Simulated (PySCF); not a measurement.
Run record for `FC(F)(F)/C=C1C=C/1Cl`: B97-2/def2-SVPD, grid level 1, level shift 0.1 Eh, TDA, 6 singlets.

Method: TDA B97-2/def2-SVPD, vertical, gas phase, core orbitals frozen in the response (PySCF 2.14.0, density-fitted response routines). Geometry: GFN2-xTB. The input is one job of a driver script: a line of settings, then coordinates in Å.

Command:
```bash
OMP_NUM_THREADS=1 python probes_run.py task.json out
```

Input:
```
{"job": {"kind": "uv", "xc": "B97-2", "basis": "def2-SVPD", "nstates": 6, "ntriplets": 2, "tda": true, "scf": {"level_shift": 0.1}, "grid": 1}, "charge": 0, "multiplicity": 1}
F      2.338785     0.245657     1.384928
C      1.672718     0.316411     0.213326
F      1.205907     1.570604     0.122005
F      2.617005     0.194533    -0.743217
C      0.606852    -0.716927     0.099504
C     -0.658899    -0.396270    -0.079477
C     -2.056417    -0.723949    -0.257722
C     -1.720445     0.566298    -0.249517
Cl    -2.152400     2.163851    -0.354167
H      0.948846    -1.735185     0.173894
H     -2.796528    -1.482353    -0.335520
```

Output:
```
final grid: 53064 points
cycle   1  E = -950.5973343337  dE =  1.734e+00  |g| = 9.220e-01  |ddm| = 6.214e+00
cycle   2  E = -950.5460006413  dE =  5.133e-02  |g| = 1.145e+00  |ddm| = 2.778e+00
cycle   3  E = -950.7594379766  dE = -2.134e-01  |g| = 1.096e-01  |ddm| = 1.376e+00
cycle   4  E = -950.7619107243  dE = -2.473e-03  |g| = 3.989e-02  |ddm| = 2.486e-01
cycle   5  E = -950.7622752632  dE = -3.645e-04  |g| = 7.075e-03  |ddm| = 7.635e-02
cycle   6  E = -950.7622849736  dE = -9.710e-06  |g| = 2.847e-03  |ddm| = 1.741e-02
cycle   7  E = -950.7622867552  dE = -1.782e-06  |g| = 8.887e-04  |ddm| = 7.116e-03
cycle   8  E = -950.7622868918  dE = -1.365e-07  |g| = 3.058e-04  |ddm| = 1.577e-03
cycle   9  E = -950.7622869156  dE = -2.378e-08  |g| = 7.501e-05  |ddm| = 7.853e-04
cycle  10  E = -950.7622869173  dE = -1.710e-09  |g| = 2.583e-05  |ddm| = 2.294e-04
cycle  11  E = -950.7622869175  dE = -2.062e-10  |g| = 8.593e-06  |ddm| = 7.336e-05
level shift removed, Fock matrix diagonalised once more
converged SCF energy = -950.7622869175

Static polarisability (au): isotropic 74.649, principal 50.125 75.780 98.042

Singlet excitations
state   eV       nm        f      main configurations
  1   4.7134    263.0   0.03523   H->L 0.95
  2   5.8666    211.3   0.00001   H->L+1 0.97
  3   6.2041    199.8   0.00001   H-1->L 0.96
  4   6.6188    187.3   0.00431   H->L+3 0.94
  5   7.0283    176.4   0.01238   H->L+4 0.89
  6   7.2455    171.1   0.00005   H-3->L 0.92

Triplet excitations (Tamm-Dancoff, eV): 3.5644 4.8695
```

H and L stand for HOMO and LUMO; the number after each pair is its weight.

**Question.** Which computed singlet has the largest oscillator strength, and what do all of them sum to?

**Answer.** State 1 at 4.71 eV (263 nm), f = 0.035; the 6 states sum to 0.052.

**Question.** How does the lowest singlet excitation compare with the HOMO–LUMO gap?

**Answer.** HOMO -6.86 eV and LUMO -1.45 eV give a gap of 5.41 eV; S1 at 4.71 eV lies 0.70 eV below it.

In short: SCF converged in 11 cycles with 212 basis and 814 fitting functions; HOMO -6.86 eV, LUMO -1.45 eV; lowest singlet 4.71 eV; lowest triplet 3.56 eV (Tamm–Dancoff); mean polarisability 74.6 au.

**Question.** How long does this job take on one thread, Arm Neoverse V2 (aarch64) (shared host)? And the peak memory of the process?

**Answer.** About 24 s, with 0.86 GiB resident at the peak, the Python interpreter and its libraries included.

Conformer computed: `[F:1][C:2]([F:3])([F:4])/[CH:5]=[C:6]1[CH:7]=[C:8]/1[Cl:9]`: F1–C2–C5–C6 121°.
